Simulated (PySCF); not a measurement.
Some computed properties have been withheld. Give your best values.

Compound: C4H12BNOS.
Bonds: C1–C2, C2–O3 (double), C2–N4, N4–B5, B5–S6, S6–C7, S6–C8. Hydrogens: H9, H10, H11 on C1; H12 on N4; H13, H14 on B5; H15, H16, H17 on C7; H18, H19, H20 on C8.

Conformer (atom-mapped SMILES and torsion angles): `[CH3:1][C:2](=[O:3])[NH:4][BH2-:5][S+:6]([CH3:7])[CH3:8]`: C1–C2–N4–B5 -176°, C2–N4–B5–S6 -53°, N4–B5–S6–C7 -153°.

```json
{"property": "point group", "level": "PBE0-D3(BJ)/def2-SVP", "value": "?"}
{"property": "rotational constants A, B, C", "level": "PBE0-D3(BJ)/def2-SVP", "value": "3.549, 0.940, 0.814 GHz"}
{"property": "dipole moment", "level": "B3LYP/def2-SVPD", "value": "2.81 D"}
{"property": "HOMO energy", "level": "B3LYP/def2-SVPD", "value": "-6.62 eV"}
{"property": "LUMO energy", "level": "B3LYP/def2-SVPD", "value": "0.07 eV"}
{"property": "lowest singlet excitation", "level": "TDDFT B3LYP/def2-SVPD", "value": "5.59 eV (222 nm, f = 0.001)"}
{"property": "strongest line among the 10 lowest singlet transitions", "level": "TDDFT B3LYP/def2-SVPD", "value": "?"}
{"property": "lowest triplet excitation (Tamm–Dancoff)", "level": "TDA B3LYP/def2-SVPD", "value": "5.15 eV"}
{"property": "static isotropic polarisability", "level": "B3LYP/def2-SVPD", "value": "101.2 au"}
{"property": "vertical ionisation energy", "level": "ΔSCF B3LYP/def2-SVPD", "value": "?"}
{"property": "electronic spatial extent ⟨r²⟩ about the centre of nuclear charge", "level": "B3LYP/def2-SVPD", "value": "1499 bohr²"}
{"property": "13C chemical shifts (computed TMS as zero) by class", "level": "GIAO PBE0/pcSseg-1", "value": "?"}
{"property": "1H chemical shifts (computed TMS as zero) by class", "level": "GIAO PBE0/pcSseg-1", "value": "?"}
{"property": "isotropic shieldings of nuclei other than C and H, by class", "level": "GIAO PBE0/pcSseg-1", "value": "111 (B5), 129 (N4), -100 (O3), 526 (S6) ppm"}
```

Gas-phase values; electronic properties from PySCF, density fitting. The structure is a single PBE0-D3(BJ)/def2-SVP conformer in the gas phase; no vibrational or solvent corrections. NMR classes are plain means over equivalent atoms (diastereotopic ones count apart unless rotation or inversion swaps them), as if these changed places fast; in this geometry the members of some classes differ.

Q: Give the point group.

A: C1.

Q: What are the 13C chemical shifts (computed TMS as zero) by class?

A: 176.6 (C2), 28.4 (C7/C8), 24.6 (C1) ppm.

Q: What is the strongest line among the 10 lowest singlet transitions?

A: S7 at 6.44 eV (193 nm, f = 0.088).

Q: What is the vertical ionisation energy?

A: 8.59 eV.

Q: What are the 1H chemical shifts (computed TMS as zero) by class?

A: 4.51 (H12), 2.80 (H13/H14), 2.25 (H15/H16/H17/H18/H19/H20), 1.84 (H9/H10/H11) ppm.

In atomic units the dipole is 1.11 e·bohr (1 au = 2.5417 D). The vertical singlet–triplet gap S1 − T1 is 0.44 eV (TDDFT singlet less Tamm–Dancoff triplet). The largest Löwdin shares of the HOMO are 0.35 on N4, 0.18 on O3, 0.12 on S6 and 0.10 on B5.
